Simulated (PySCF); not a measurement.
**Be (beryllium, neutral) across methods**

[He] 2s1 2p1, high-spin 3P determinant (an excited configuration). All numbers are calculated (PySCF 2.14, no relativity, point nucleus, in aug-cc-pVDZ (4s3p2d, 23 functions)). The B2PLYP total includes its PT2 part (frozen core); its orbital energies are those of the SCF part.

| method | E (hartree) | mean ε 1s β (eV) | mean ε 2s α (eV) | mean ε 2p α (eV) | Σ⟨r²⟩ (bohr²) | ⟨S²⟩ |
| --- | --- | --- | --- | --- | --- | --- |
| revPBE | -14.5761 | -106.75 | -6.599 | -3.121 | 18.75 | 2.000 |
| B2PLYP | -14.5552 | -118.70 | -8.686 | -4.903 | 18.38 | 2.000 |
| r2SCAN | -14.5685 | -108.94 | -6.848 | -3.269 | 18.46 | 2.000 |
| PBE0 | -14.5506 | -112.21 | -7.724 | -4.060 | 18.49 | 2.000 |
| wB97X | -14.5739 | -114.43 | -9.990 | -6.127 | 18.68 | 2.000 |
| r2SCAN0 | -14.5688 | -113.98 | -7.875 | -4.133 | 18.36 | 2.000 |
| LDA | -14.3545 | -104.92 | -6.567 | -3.048 | 19.02 | 2.000 |
| PBE | -14.5424 | -106.52 | -6.600 | -3.120 | 18.74 | 2.000 |
| UHF | -14.51241 | -128.63 | -10.784 | -6.683 | 18.45 | 2.000 |
